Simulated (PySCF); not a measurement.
CH4ClFOSi2, SMILES [Si@H]1(Cl)CO[Si@@H]1F.

Coordinates come from a B3LYP-D3(BJ)/def2-SVP optimisation. The structure was generated by enumeration; whether it is a known compound was not checked.

Level of theory: B3LYP-D3(BJ)/def2-SVP in PySCF.

Frequencies are harmonic and unscaled.

Q: List the normal modes with their intensities. (An estimate is asked for; the answer gives what the named calculation found.)

A: 
| mode | ν (cm⁻¹) | IR (km/mol) | moving atoms (share of kinetic energy) |
|---|---|---|---|
| 1 | 67 | 5.5 | O 34 %, Cl 21 %, Si 18 %, F 10 %, H 10 % |
| 2 | 98 | 5.1 | Si 36 %, F 25 %, Cl 23 %, H 10 % |
| 3 | 150 | 1.9 | F 45 %, Cl 17 %, Si 15 %, C 9 % |
| 4 | 213 | 1.0 | H 25 %, C 22 %, Cl 20 %, Si 19 %, F 11 % |
| 5 | 302 | 16.1 | F 35 %, O 31 %, Si 25 % |
| 6 | 417 | 10.8 | Si 46 %, O 26 %, C 11 %, Cl 11 % |
| 7 | 445 | 11.0 | Si 74 %, H 16 % |
| 8 | 538 | 44.1 | Si 35 %, Cl 26 %, H 24 %, C 14 % |
| 9 | 606 | 95.2 | H 57 %, Si 24 %, C 11 % |
| 10 | 692 | 97.9 | H 45 %, C 30 %, Si 19 % |
| 11 | 724 | 29.0 | H 65 %, C 12 %, O 10 %, Si 10 % |
| 12 | 738 | 23.2 | H 59 %, Si 14 %, C 12 %, O 10 % |
| 13 | 817 | 112.4 | H 33 %, Si 29 %, O 29 % |
| 14 | 828 | 116.0 | H 74 %, C 13 %, Si 10 % |
| 15 | 849 | 19.7 | H 77 %, F 17 % |
| 16 | 926 | 170.4 | Si 47 %, F 30 %, H 16 % |
| 17 | 1004 | 134.0 | O 49 %, C 45 % |
| 18 | 1196 | 0.9 | H 90 % |
| 19 | 1250 | 4.1 | H 74 %, C 19 % |
| 20 | 1456 | 2.3 | H 93 % |
| 21 | 2228 | 111.9 | H 97 % |
| 22 | 2263 | 138.7 | H 97 % |
| 23 | 3036 | 26.0 | H 95 % |
| 24 | 3098 | 10.2 | H 90 %, C 10 % |
